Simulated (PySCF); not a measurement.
## I²⁺ (iodine, charge +2) across methods

[Kr] 4d10 5s2 5p3, high-spin 4S determinant. Computed with PySCF 2.14 in aug-cc-pVQZ-PP with ECP28MDF (7s7p5d3f2g, 92 functions), with scalar relativity through the core potential.

| method | E (hartree) | mean ε 5s α (eV) | mean ε 5s β (eV) | mean ε 5p α (eV) | Σ⟨r²⟩ (bohr²) | ⟨S²⟩ |
| --- | --- | --- | --- | --- | --- | --- |
| B3LYP | -294.6977 | -38.769 | -35.708 | -26.444 | 39.89 | 3.750 |
| PBE0 | -294.6226 | -39.351 | -35.582 | -26.889 | 39.83 | 3.751 |
| PBE | -294.5974 | -37.030 | -34.544 | -25.465 | 39.85 | 3.751 |
| r2SCANh | -294.7182 | -38.797 | -34.898 | -26.501 | 39.77 | 3.751 |
| UHF | -293.66292 | -45.287 | -37.239 | -30.313 | 40.21 | 3.752 |
| LDA | -294.1712 | -37.214 | -35.103 | -25.536 | 39.85 | 3.750 |
| BP86 | -294.7326 | -37.122 | -34.789 | -25.529 | 39.78 | 3.751 |
| r2SCAN | -294.7286 | -37.980 | -34.466 | -25.998 | 39.76 | 3.751 |
| r2SCAN0 | -294.7026 | -40.022 | -35.543 | -27.255 | 39.78 | 3.751 |

Energies and moments cover only the electrons outside the core potential.
